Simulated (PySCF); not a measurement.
**NMR data sheet: C5H7N3O2**

| Quantity | Value |
| --- | --- |
| Formula | C5H7N3O2 |
| SMILES | COC(=O)c1ncnn1C |
| Point group of the computed structure | Cs |
| Degrees of unsaturation | 4 |
| Carbon signals | 5 |
| Proton signals | 3 |

Numbering as in the mapped SMILES `[CH3:1][O:2][C:3](=[O:4])[c:5]1[n:6][cH:7][n:8][n:9]1[CH3:10]` (H(Xn): hydrogen on atom n).

[PySCF: coordinates at the GFN2-xTB level; σ from GIAO-PBE0/pcSseg-1; one computed conformer; non-relativistic; no solvent model; averaged over atoms made equivalent by symmetry, fast rotation or ring inversion]

Shifts are taken against calculated references (same method and geometry level): ¹H (σ = 31.72 ppm) and ¹³C (σ = 186.93 ppm) vs TMS; NH3 for ¹⁵N (σ = 267.73 ppm); ¹⁷O (σ = 336.08 ppm) against H2O.

| carbon | δC, type | δH (multiplicity) | HMBC from (2–3 bonds) | span of the C tensor (ppm) |
| --- | --- | --- | --- | --- |
| C1 | 54.1, CH3 | 4.17 (s) | – | 74 |
| C3 | 167.6, C | – | H(C1) | 151 |
| C5 | 149.1, C | – | H(C7), H(C10) | 129 |
| C7 | 153.5, CH | 7.89 (s) | – | 159 |
| C10 | 40.3, CH3 | 4.36 (s) | – | 51 |

Other nuclei:
```
atoms  nucleus                         environment  δ (ppm)  σ (ppm)
   N8      ¹⁵N  pyridine-type nitrogen of an azole    353.4    -85.7
   N6      ¹⁵N  pyridine-type nitrogen of an azole    309.0    -41.3
   N9      ¹⁵N          pyrrole-type ring nitrogen    246.7     21.1
   O4      ¹⁷O               ester carbonyl oxygen    425.2    -89.2
   O2      ¹⁷O                 ester alkoxy oxygen    190.7    145.4
```

Carbon types of the structure: 2 × C, 1 × CH, 2 × CH3, which accounts for all hydrogens. δC 167.6: ester carbonyl carbon; lone-pair donation from the attached heteroatom keeps it upfield of a ketone carbonyl. δC 153.5: aromatic CH between two ring heteroatoms. δC 149.1: substituted aromatic carbon next to a ring nitrogen. δH 7.89: hydrogen on an aromatic CH between two ring heteroatoms; ring-current deshielding. δH 4.36: hydrogen on a methyl carbon bonded to N; its carbon carries N, hence the downfield position.

Shifts are as computed. Against solution values, carbons near 30 ppm lie about +3 ppm off and those near 130 ppm about +5 ppm. Of 1211 compounds with measured shifts, 218 miss one by over three times the rms of a fit or turn the order of signals round; such compounds aren't used in these exercises. Unscaled 17O shifts of doubly bonded oxygen tend to come out too high, by tens of ppm or more. Experimental scales use liquid or dissolved standards, which lie at an offset from isolated NH3 (liquid NH3: subtract about 20 ppm) and H2O (liquid H2O: subtract about 36 ppm). Unscaled 15N shifts of sp2 nitrogen come out 20 to 40 ppm too high even then. Multiplicities follow the n + 1 count of equivalent neighbours, as no J values were calculated; m marks all less simple cases, F and P coupling included.
